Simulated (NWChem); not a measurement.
Molecule: C$_{2}$H$_{2}$BClO; SMILES C#CB(O)Cl

```xyz
7

B     -0.3868    -0.0481     0.0000
C      0.2186     1.3602     0.0000
C      0.6802     2.4859     0.0000
H      1.0999     3.4766     0.0000
Cl     0.6692    -1.4552     0.0000
O     -1.7142    -0.2659     0.0000
H     -2.2216     0.5537     0.0000
```
Atoms are numbered in this order, from 1.

Program: NWChem. Geometry: optimised at PBE0/def2-SVP.

**Question.** Estimate the computed values for PBE0/pcseg-1. Quantities: highest occupied level (eV); orbital gap (eV); dipole (D).

**Answer.** 
- highest occupied level (eV) = -8.57
- orbital gap (eV) = 7.08
- dipole (D) = 3.29
